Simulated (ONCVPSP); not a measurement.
**What one change does to a pseudopotential (mercury (Hg), ONCV)**

ONCVPSP 4.0.1 input, shortened (lines: element, Z, core and valence counts, functional; n l f; lmax; l rc ep ncon nbas qcut; lloc lpopt rc5 dvloc0; l nproj debl; icmod fcfact rcfact), PW91, non-relativistic:

```
  Hg 80.00   10    4  -109134      upf
    1    0    2.00
    2    0    2.00
    2    1    6.00
    3    0    2.00
    3    1    6.00
    3    2   10.00
    4    0    2.00
    4    1    6.00
    4    2   10.00
    4    3   14.00
    5    0    2.00
    5    1    6.00
    5    2   10.00
    6    0    1.00
    2
    0    1.35    0.00    5    9    7.30
    1    1.70    0.00    5   10    9.30
    2    2.05    0.00    3    8    7.30
    4    5    1.20    0.00
    0    2    2.50
    1    2    3.30
    2    2    1.40
    3    4.00    1.55
```

Change: d: qcut 6.6.

Cutoffs: the cutoffs (Ha) at which the residual kinetic energy of the hardest occupied pseudo-wave falls to 1 and 0.1 mHa per electron; they do not see the model core or the augmentation charge, which bear on the density cutoff. Errors are all-electron minus pseudo energies relative to the spin-unpolarised reference configuration.

Task: What does the change do?

Result: The potential gets neither clearly harder nor softer (43 Ha and 117 Ha → 43 Ha and 117 Ha); of the 4 tests that both files solve, the error grows in 2 and shrinks in 0 by more than 15 % and 0.3 meV (median size 2.4 → 4.9 meV); neither file shows a bound ghost.

```csv
quantity,base,changed
"cutoff, loose",43 Ha,43 Ha
"cutoff, tight",117 Ha,117 Ha
loose cutoff by channel,"s 43 Ha, p 29 Ha, d 19 Ha","s 43 Ha, p 29 Ha, d 17 Ha"
bound ghosts,none,none
GHOST(+) flags under 300 eV,s at 165.5 eV,s at 165.5 eV
"error for 5s2 5p6 5d10 6s2, meV [ΔE -8.74 eV]",-0.2,-0.1
"error for 5s2 5p6 5d10 6s0, meV [ΔE 16.09 eV]",-0.7,-0.7
"error for 5s2 5p6 5d9 6s0, meV [ΔE 52.63 eV]",+4.2,+9.1
"error for 5s2 5p5 5d10 6s2, meV [ΔE 59.44 eV]",-70,-91
s: phases at 1.37 bohr within 0.05 rad from the reference energy up to (Ha; the scan ends near 5),4.0,4.0
p: phases at 1.72 bohr within 0.05 rad from the reference energy up to (Ha; the scan ends near 5),to the end of the scan,to the end of the scan
d: phases at 2.09 bohr within 0.05 rad from the reference energy up to (Ha; the scan ends near 5),to the end of the scan,to the end of the scan
"rms error of d²Exc/dni dnj with the model core, mHa",1.59,1.57
```
